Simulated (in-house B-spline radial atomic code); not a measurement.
**OEP/ALDAx excitations of Ca**

Method: OEP/ALDAx. Computed with an all-electron radial atomic-structure program (B-spline basis): linear response of the closed shell [Ar] 4s2 with the adiabatic LDA exchange kernel on the exchange-only optimised effective potential; non-relativistic, point nucleus, no spin-orbit coupling, no double excitations, S, P, D and F terms only; shells from n = 2 respond.

Command:
```bash
python run_td.py task.json out
```
Settings (radii: box in bohr, nucleus in fm):
```
Z                        20
electrons                20
configuration            [Ar] 4s2
hamiltonian              nr
method                   oep
box_radius               75
intervals                81
```

Run time, properties included: 1.4 s on 1 thread of Arm Neoverse N1 (shared host).

The lowest states, in the order of their Tamm-Dancoff energies; the method's threshold (minus the highest occupied level) is 5.323 eV. Labels give the largest channel, * marks a mixed state, and oscillator strengths are full-response dipole values. Measured ¹D terms are left out, since they can mix with doubly excited terms. Semilocal kernels can invert the small singlet-triplet splittings of Rydberg terms. Energies in eV:

```csv
state,full response,Tamm-Dancoff,oscillator strength,measured (J-weighted term)
4s → 3d 3D,1.140,1.303,-,2.524
4s → 4p 3P,0.972,1.314,-,1.892
4s → 3d 1D,1.996,2.006,-,-
4s → 4p 1P,2.824,2.986,1.73,2.933
4s → 5s 3S,?,?,-,?
4s → 5s 1S,3.519,3.532,-,4.131
4s → 4d 3D,3.741,3.752,-,4.681
4s → 5p 3P,3.738,3.756,-,4.534
4s → 4d 1D,3.840,3.842,-,-
4s → 5p 1P,4.017,4.073,0.163,4.554
4s → 6s 3S,4.245,4.250,-,-
4s → 6s 1S,4.363,4.367,-,-
4s → 4f 3F,4.409,4.411,-,-
4s → 4f 1F,?,?,-,-
4s → 5d 3D,4.470,4.474,-,-
4s → 6p 3P,4.471,4.476,-,-
4s → 5d 1D,4.511,4.512,-,-
4s → 6p 1P,4.570,4.591,0.035,-
```

(1) Where does 4s → 4f 1F lie?

(2) Where does 4s → 5s 3S lie?

(3) How large is the singlet-triplet splitting of 4s → 3d (D terms) in Tamm-Dancoff?

(4) What polarisabilities and dispersion coefficient does the method give?

## Answers

(1) At 4.427 eV in full response, 4.428 eV in Tamm-Dancoff.

(2) At 3.141 eV in full response, 3.162 eV in Tamm-Dancoff; measured 3.910 eV.

(3) 0.704 eV, from the unrounded values.

(4) Dipole 174 bohr³, quadrupole 4247 bohr⁵, C6 2503 hartree·bohr⁶ for two such species. Recommended dipole value: 160.8 ± 4 bohr³ (Schwerdtfeger and Nagle, table of static dipole polarizabilities (2023 update)), which includes relativity and correlation.
